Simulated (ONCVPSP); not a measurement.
**How hard is this selenium ONCV potential?**

ONCVPSP 4.0.1 input, shortened (lines: element, Z, core and valence counts, functional; n l f; lmax; l rc ep ncon nbas qcut; lloc lpopt rc5 dvloc0; l nproj debl; icmod fcfact rcfact), LDA (Perdew-Zunger), scalar-relativistic:

```
  Se 34.00    6    2        3      upf
    1    0    2.00
    2    0    2.00
    2    1    6.00
    3    0    2.00
    3    1    6.00
    3    2   10.00
    4    0    2.00
    4    1    3.00
    2
    0    1.60    0.00    4    7    4.90
    1    1.40    0.00    4    7    6.90
    2    1.40    0.10    4    7    7.10
    4    5    0.95    0.00
    0    3    2.10
    1    3    3.70
    2    2    3.00
    1    0.70    0.00
```

Problem. For each optimised wave give the share of its norm inside rc, the residual kinetic energy above qcut (Ha) and the cutoffs (Ha) for errors of 10, 1, 0.1 and 0.01 mHa per electron.

Solution.

| wave | norm inside rc | residual KE | 10 mHa | 1 mHa | 0.1 mHa | 0.01 mHa |
| --- | --- | --- | --- | --- | --- | --- |
| 4s | 0.456 | 7.6e-04 | 8.5 | 11.7 | 35.2 | 46.2 |
| s projector 2 | 0.077 | 7.6e-04 | 8.4 | 11.7 | 23.9 | 63.0 |
| s projector 3 | 0.078 | 4.7e-03 | 11.2 | 13.5 | 28.5 | 75.9 |
| 4p | 0.177 | 3.5e-04 | 3.4 | 15.3 | 62.2 | 79.7 |
| p projector 2 | 0.084 | 1.7e-02 | 26.5 | 84.6 | 104.3 | 137.7 |
| p projector 3 | 0.054 | 7.0e-02 | 32.1 | 65.7 | 135.1 | 174.6 |
| d projector 1 | 0.070 | 8.7e-03 | 24.4 | 77.3 | 93.3 | 146.8 |
| d projector 2 | 0.098 | 9.4e-02 | 91.4 | 117.4 | 150.9 | 209.4 |

The occupied waves need 15 Ha and 62 Ha for 1 and 0.1 mHa. Note: ghosts flagged at negative energy: p at -182.7 eV, d at -36.0 eV; GHOST(+) flagged for s at 16.9 eV. A true bound ghost makes a file unfit for plane-wave use.
